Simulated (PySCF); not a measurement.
## Correlation energy of Re (rhenium, neutral)

[Xe] 4f14 5d5 6s2, high-spin 6S determinant. Computed with PySCF 2.14 in x2c-TZVPPall with one added diffuse shell each of s, p, d, f type (12s8p8d4f1g, 113 functions), with the spin-free X2C one-electron Hamiltonian (Gaussian nucleus). Frozen: [Xe] 4f14; 7 electrons correlated.

```csv
level,correlation energy (mhartree)
CCSD,-129.96
(T),-5.69
CCSD(T),-135.65
```

Diagnostics: T1 = 0.028, D1 = 0.0989, largest double amplitude 0.048.

Cost of the coupled-cluster step: about 40 core-seconds, for 7 correlated electrons.

Iterations:

```
CC2 = 0
CCSD nocc = (np.int64(6), np.int64(1)), nmo = (79, 79)
frozen orbitals [[0, 1, 2, 3, 4, 5, 6, 7, 8, 9, 10, 11, 12, 13, 14, 15, 16, 17, 18, 19, 20, 21, 22, 23, 24, 25, 26, 27, 28, 29, 30, 31, 32, 33], [0, 1, 2, 3, 4, 5, 6, 7, 8, 9, 10, 11, 12, 13, 14, 15, 16, 17, 18, 19, 20, 21, 22, 23, 24, 25, 26, 27, 28, 29, 30, 31, 32, 33]]
max_cycle = 100
direct = 0
conv_tol = 1e-08
conv_tol_normt = 1e-06
diis_space = 8
diis_start_cycle = 0
Init t2, MP2 energy = -0.118781013231594
Init E_corr(UCCSD) = -0.118781013234391
cycle = 1  E_corr(UCCSD) = -0.125093786511723  dE = -0.00631277328  norm(t1,t2) = 0.0713503
cycle = 2  E_corr(UCCSD) = -0.12788732351452  dE = -0.002793537  norm(t1,t2) = 0.0293729
cycle = 3  E_corr(UCCSD) = -0.129926510425516  dE = -0.00203918691  norm(t1,t2) = 0.0149154
cycle = 4  E_corr(UCCSD) = -0.12992086756303  dE = 5.64286249e-06  norm(t1,t2) = 0.00229013
cycle = 5  E_corr(UCCSD) = -0.1299466788713  dE = -2.58113083e-05  norm(t1,t2) = 0.00127004
cycle = 6  E_corr(UCCSD) = -0.129958484061965  dE = -1.18051907e-05  norm(t1,t2) = 0.000549559
cycle = 7  E_corr(UCCSD) = -0.129955612245289  dE = 2.87181668e-06  norm(t1,t2) = 0.000168309
cycle = 8  E_corr(UCCSD) = -0.12995785433241  dE = -2.24208712e-06  norm(t1,t2) = 5.72442e-05
cycle = 9  E_corr(UCCSD) = -0.129957171874411  dE = 6.82457999e-07  norm(t1,t2) = 2.17352e-05
cycle = 10  E_corr(UCCSD) = -0.129957053229238  dE = 1.18645173e-07  norm(t1,t2) = 7.72793e-06
cycle = 11  E_corr(UCCSD) = -0.129957056415308  dE = -3.18607002e-09  norm(t1,t2) = 2.56165e-06
cycle = 12  E_corr(UCCSD) = -0.12995708268537  dE = -2.62700621e-08  norm(t1,t2) = 7.84622e-07
cycle = 13  E_corr(UCCSD) = -0.129957079789741  dE = 2.89562829e-09  norm(t1,t2) = 2.63297e-07
UCCSD converged
E(UCCSD) = -16688.35811502089  E_corr = -0.1299570797897413
UCCSD(T) correction = -0.00568554852502728
```
